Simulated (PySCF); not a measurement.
Partial charges of `CC(=S)CCB(F)F`

C₄H₇BF₂S.
Z-matrix (Å and degrees, PBE0-D3(BJ)/def2-SVP geometry), rows numbered from 1:
```
C 
C   1  1.4871
S   2  1.6334  1  122.82
C   2  1.4979  1  118.24  3   179.51
C   4  1.5180  2  111.84  1   162.11
B   5  1.5943  4  110.76  2    41.28
F   6  1.3538  5  117.61  4    65.68
F   6  1.3472  5  119.62  4  -147.15
H   1  1.0963  2  112.51  3    -9.91
H   1  1.1042  2  108.76  3   110.92
H   1  1.1024  2  110.12  3  -133.05
H   4  1.1091  2  105.25  1   -77.42
H   4  1.1043  2  109.17  1    34.70
H   5  1.1025  4  110.55  2   162.00
H   5  1.1016  4  109.98  2   -79.83
```

Density: PBE0/pcSseg-1 (PySCF); schemes: Mulliken, IAO, Hirshfeld and ESP-fitted. Geometry: PBE0-D3(BJ)/def2-SVP, one conformer, isolated molecule.

Problem. What partial charge does each atom carry?

Solution. In e:

```
atom                environment  Mulliken     IAO  Hirshfeld  ESP-fitted
  C1              methyl carbon    -0.167  -0.426     -0.108      -0.486
  C2        thiocarbonyl carbon    -0.382  +0.011     +0.088      +0.169
  S3        thiocarbonyl sulfur    +0.009  +0.120     +0.042      -0.133
  C4           chain CH2 carbon    -0.159  -0.260     -0.065      +0.204
  C5  sp3 carbon bound to boron    -0.451  -0.444     -0.162      -0.668
  B6     three-coordinate boron    +0.772  +0.588     +0.200      +0.846
  F7       boron-bound fluorine    -0.341  -0.366     -0.188      -0.384
  F8       boron-bound fluorine    -0.327  -0.356     -0.183      -0.377
  H9            methyl hydrogen    +0.149  +0.168     +0.054      +0.151
 H10            methyl hydrogen    +0.159  +0.174     +0.066      +0.176
 H11            methyl hydrogen    +0.147  +0.166     +0.063      +0.160
 H12         methylene hydrogen    +0.174  +0.171     +0.061      +0.035
 H13         methylene hydrogen    +0.141  +0.149     +0.051      +0.018
 H14         methylene hydrogen    +0.139  +0.157     +0.047      +0.151
 H15         methylene hydrogen    +0.137  +0.149     +0.035      +0.137
```

Mean size of the charges over all atoms: ESP-fitted 0.273 e, IAO 0.247 e, Mulliken 0.244 e, Hirshfeld 0.094 e. Each set sums to the total charge, 0, to within 0.001 e. The Hirshfeld scheme weights the molecular density at each point by an atom's share of the summed free-atom densities. The ESP scheme fits charges at the nuclei, held to the total charge, to the electrostatic potential on points at 1.4 to 2.0 times the van der Waals radii.

Lowest charge. The schemes don't all agree: Mulliken C5 (-0.451); IAO C5 (-0.444); Hirshfeld F7 (-0.188); ESP-fitted C5 (-0.668).

Highest charge. All schemes agree: Mulliken B6 (+0.772); IAO B6 (+0.588); Hirshfeld B6 (+0.200); ESP-fitted B6 (+0.846).

Problem. How many electrons does the Mulliken scheme count on C1?

Solution. Z − q = 6 − (-0.167) = 6.167.

Problem. How closely do the schemes follow one another over all atoms?

Solution. Correlation coefficient and root-mean-square difference: IAO with Hirshfeld 0.95, 0.187 e; Mulliken with IAO 0.89, 0.137 e; IAO with ESP-fitted 0.87, 0.175 e; Hirshfeld with ESP-fitted 0.87, 0.265 e; Mulliken with ESP-fitted 0.81, 0.208 e; Mulliken with Hirshfeld 0.81, 0.224 e.

These values come from a run that also computed NMR shieldings. The run took 30 s wall on Arm Neoverse V1, one thread, shared host with 32 logical CPUs at a one-minute load of 23, and the process peaked at 0.84 GiB of memory.
